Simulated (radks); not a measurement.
Values are calculated unless marked as measured or tabulated.
How relativity changes the ionisation of neutral iridium ([Xe] 4f14 5d7 6s2) to Ir+ ([Xe] 4f14 5d7 6s1). Spin-unpolarised spherical Kohn-Sham, PBE, point nucleus unless stated (finite: rms radius 5.4032 fm), a radial shooting solver on a logarithmic mesh with Libxc functionals. A level marked "c x" has the speed of light scaled by that factor and shares open shells by 2j + 1; other Dirac levels either fill j = l - 1/2 first or share by 2j + 1.

[
 {"level": "non-rel.", "E(Ir) (hartree)": "-16809.7671", "E(Ir+) (hartree)": "-16809.4639", "IE (eV)": "8.250", "HOMO": "6s", "<r> HOMO (bohr)": "3.280"},
 {"level": "scalar-rel.", "E(Ir) (hartree)": "-17827.5499", "E(Ir+) (hartree)": "-17827.1868", "IE (eV)": "9.880", "HOMO": "6s", "<r> HOMO (bohr)": "2.899"},
 {"level": "scalar-rel., finite nucleus", "E(Ir) (hartree)": "-17824.1026", "E(Ir+) (hartree)": "-17823.7397", "IE (eV)": "9.875", "HOMO": "6s", "<r> HOMO (bohr)": "2.900"},
 {"level": "Dirac, 2j+1 shares", "E(Ir) (hartree)": "-17858.0279", "E(Ir+) (hartree)": "-17857.6645", "IE (eV)": "9.889", "HOMO": "6s1/2", "<r> HOMO (bohr)": "2.900"},
 {"level": "Dirac, low j first", "E(Ir) (hartree)": "-17858.0817", "E(Ir+) (hartree)": "-17857.7201", "IE (eV)": "9.838", "HOMO": "6s1/2", "<r> HOMO (bohr)": "2.907"},
 {"level": "Dirac, 2j+1 shares, finite nucleus", "E(Ir) (hartree)": "-17854.5442", "E(Ir+) (hartree)": "-17854.1810", "IE (eV)": "9.884", "HOMO": "6s1/2", "<r> HOMO (bohr)": "2.901"},
 {"level": "Dirac, c x 1.5", "E(Ir) (hartree)": "-17231.7606", "E(Ir+) (hartree)": "-17231.4352", "IE (eV)": "8.856", "HOMO": "6s1/2", "<r> HOMO (bohr)": "3.120"},
 {"level": "Dirac, c x 2", "E(Ir) (hartree)": "-17039.8897", "E(Ir+) (hartree)": "-17039.5747", "IE (eV)": "8.572", "HOMO": "6s1/2", "<r> HOMO (bohr)": "3.191"},
 {"level": "Dirac, c x 5", "E(Ir) (hartree)": "-16845.4354", "E(Ir+) (hartree)": "-16845.1305", "IE (eV)": "8.298", "HOMO": "6s1/2", "<r> HOMO (bohr)": "3.266"}
]

NIST Atomic Spectra Database: 8.967 eV (measured). The relativistic part of the total energy of Ir is -1045 hartree (Dirac, 2j+1 shares, finite nucleus), 6.2 % of the non-relativistic value. Spin polarisation and multiplet splitting of open shells are left out at every level.

Beside tabulated values, note that relativity, absent from the non-relativistic runs, is large for the heavy elements, and spin-unpolarised runs miss the spin-polarisation part of the exchange energy of open shells.
